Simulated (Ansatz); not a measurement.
Reaction (SMILES): ICl -> Cl atom + I atom (the Cl-I bond breaks)

Quantity: bond dissociation energy (enthalpy at 298 K), in kcal/mol. Set-up: 6-31G* and kin with 6d, 5d where marked; STO-3G and 3-21G all-electron and non-relativistic; def2 sets with scalar-relativistic core potentials past Kr; open shells spin-unrestricted; spin-orbit terms left out; LANL2DZ with its own core potentials from Na on. First-principles rows: single points at B3LYP-D3(BJ) geometries (Ansatz, a first-principles code), with unscaled harmonic terms from B3LYP/6-31G* (LANL2DZ past Ar) at its own minima.

Measured values: Active Thermochemical Tables 1.112 (ions: stationary electron), as tabulated in the package chemicals; they hold spin-orbit and core effects, anharmonicity. 

Value to compare with, the measured value: 50.4 kcal/mol.

```tsv
level	program	bond dissociation energy (enthalpy at 298 K) (kcal/mol)	error
B3LYP/STO-3G	Ansatz	60.4	10.0
B3LYP/3-21G	Ansatz	34.4	-16.0
B3LYP/LANL2DZ	Ansatz	29.9	-20.5
B3LYP/def2-SVP	Ansatz	48.2	-2.2
B3LYP/6-31G* with LANL2DZ past Ar	Ansatz	38.4	-12.0
B3LYP/def2-TZVPD	Ansatz	52.5	2.1
```

1 of the 5 habitual levels lie above the measured value; their mean absolute error is 12.1 kcal/mol, the median 12.0.

The sets are all those run for this method; runs whose electronic state is in doubt are left out.
